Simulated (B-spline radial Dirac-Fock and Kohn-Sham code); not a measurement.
# L3 emission of Ta⁺

System: tantalum as Ta⁺, configuration [Xe] 4f14 5d3 6s1.

Model: independent-particle radiative and Coulomb Auger rates from relativistic LDA hole-state orbitals, with Dirac-Fock energies. Program: a radial atomic solver.

| line | multipole | energy (eV) | width (meV) | share (%) |
| --- | --- | --- | --- | --- |
| Lℓ | E1 | 7166.0 | 42.1 | 3.60 |
| L3-M2 | E2 | 7408.8 | 0.432 | 0.0369 |
| L3-M3 | E2 | 7682.6 | 0.392 | 0.0335 |
| Lα2 | E1 | 8087.3 | 96.3 | 8.24 |
| Lα1 | E1 | 8145.7 | 850 | 72.7 |
| Lβ6 | E1 | 9308.8 | 10.1 | 0.866 |
| Lβ15 | E1 | 9637.5 | 16.5 | 1.41 |
| Lβ2 | E1 | 9649.1 | 148 | 12.6 |
| Lβ7 | E1 | – | 1.81 | 0.154 |
| L3-N7 | E2 | 9857.9 | 0.415 | 0.0355 |
| L3-O4 | E1 | 9881.0 | 0.358 | 0.0306 |
| Lβ5 | E1 | 9881.5 | 3.15 | 0.269 |

The listed lines hold 100.0 % of the radiative rate. A dash stands for an energy that rests on an unreliable hole state. The radiative width is 1.17 eV in the length form and 1.19 eV in the velocity form; the two differ because the transition energies are not eigenvalue differences of the potential that gave the orbitals.

Values without a named source are computed, but for edge energies of neutral atoms, which are taken from tables.
